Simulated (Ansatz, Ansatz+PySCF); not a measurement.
```yaml
atoms:
  - { symbol: N, position_ang: [0.0000, 0.0000, 0.0000] }
  - { symbol: S, position_ang: [0.0000, 0.0000, 1.4940] }
```

Basis set: def2-SVP (spherical functions). Correlated methods keep 6 orbitals frozen. Correlation on ROHF uses semicanonical orbitals with singles. Charge 0, multiplicity 2.

Computed with Ansatz (development build ahead of 0.2.0); each method stands on the lowest determinant of its kind that the runs found.

Problem. Give the atomization energy at this shape (free ground-state atoms in the same class of orbitals less the molecule, no zero-point energy) of doublet NS by ROHF-CCSD(T), ROHF-MP2, UHF-MP2, UHF-CCSD(T), ROHF, UHF.

Solution.

| method | atomization energy |
| --- | --- |
| ROHF-CCSD(T) | 3.92 eV |
| ROHF-MP2 | 4.18 eV |
| UHF-MP2 | 3.30 eV |
| UHF-CCSD(T) | 3.88 eV |
| ROHF | 0.72 eV |
| UHF | 0.97 eV |

Caution for UHF-MP2, UHF-CCSD(T), UHF: the unrestricted determinant is spin contaminated.
